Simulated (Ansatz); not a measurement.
Reactions of C3H8OSi, SMILES `CC[Si]OC`.

Computed with Ansatz on PBE0-D4/def2-TZVP structures; ΔE is electronic, products minus reactants. CBS: MP2 limit from def2 TZ/QZ plus the TZ coupled-cluster correction, frozen cores. This one scheme is used for every species. Functionals use def2-TZVPP. B3LYP here is the variant with VWN-RPA as its local correlation; programs differ in this. def2 core potentials past Kr. For In, Sb, Te, Zn outer-core shells are correlated without core-valence functions, which leaves a few kJ/mol of doubt a bond. Scalar relativity is left out up to krypton. Each species was taken in one conformer, which may not be the lowest.

| reaction | ωB97X-V (kJ/mol) | CCSD/CBS(def2) (kJ/mol) | B3LYP-D4 (kJ/mol) | HF/CBS(def2) (kJ/mol) |
| --- | --- | --- | --- | --- |
| `CC[Si]OC` + `[CH3][In]([SH])[Cl]` → `CC[Si]S` + `C[O][In]([CH3])[Cl]` | 89 | 87 | 89 | 101 |
| `CC[Si]OC` + HCl → `CCCl` + `CO[SiH]` | 41 | 44 | 43 | 26 |
| `CC[Si]OC` + `C[O][Zn][OH]` → `C[O][Zn][O]C` + `CC[Si]O` | 7 | 8 | 9 | 3 |
| `CC[Si]OC` + `[OH][SbH][OH]` → `CO[Si]O` + `C[CH2][SbH][OH]` | -123 | -128 | -122 | -134 |
| `CC[Si]OC` + CH₃SH → `CC[Si]SC` + CH₃OH | 30 | 27 | 25 | 44 |
| `CC[Si]OC` + H₂S → `CC[Si]S` + CH₃OH | 27 | 24 | 27 | 30 |
| `CC[Si]OC` + disiloxane → `CC[SiH]` + `CO[SiH2]O[SiH3]` | 30 | 25 | 33 | 17 |
| `CC[Si]OC` + `[OH][InH2]` → `C[O][InH2]` + `CO[Si]C` | 42 | 47 | 40 | 33 |
| `CC[Si]OC` + H₂Te → `CC[TeH]` + `CO[SiH]` | 29 | 23 | 27 | 21 |
| `CC[Si]OC` + `CNN` → `CN(C)N` + `CO[Si]C` | -5 | -3 | -4 | -4 |

(1) Give the CCSD(T)/CBS values in the same order. (Best estimate.)

Largest T1 diagnostic: 0.017, for `C[O][Zn][OH]`.

Answers

(1) Ansatz gave: 84, 46, 9, -126, 22, 23, 28, 48, 23, -4 kJ/mol.
